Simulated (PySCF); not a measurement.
ClGaH3N, SMILES [NH2][GaH][Cl]. Atoms are numbered in the order given.

```xyz
6

Ga    -0.4019    -0.3846     0.0000
H     -1.9208    -0.6736     0.0000
Cl     0.3150     1.6404     0.0000
N      0.9114    -1.6157     0.0000
H      1.8872    -1.3728     0.0000
H      0.7559    -2.6086     0.0000
```
Charge 0, spin multiplicity 1.

Coordinates come from a PBE0-D3(BJ)/def2-TZVP optimisation. Other conformers were not sampled.

Level of theory: HF/pcSseg-2 run with PySCF.

GIAO shieldings, no solvent; atoms alike by connectivity are averaged. δ = σ(ref) − σ: ¹H against TMS (σ = 31.98 ppm); ³⁵Cl against HCl (σ = 947.2 ppm); ¹⁵N against NH3 (σ = 262.2 ppm), references at their B3LYP-D3(BJ)/def2-TZVP geometries, non-relativistic (without spin–orbit terms, shifts of atoms bonded to Cl or Br come out too high).

| nucleus | atoms | count | δ (ppm) |
|---|---|---|---|
| ¹H | H2 | 1 | 5.07 |
| ¹H | H5, H6 | 2 | 1.76 |
| ³⁵Cl | Cl3 | 1 | -70.4 |
| ¹⁵N | N4 | 1 | 31.4 |
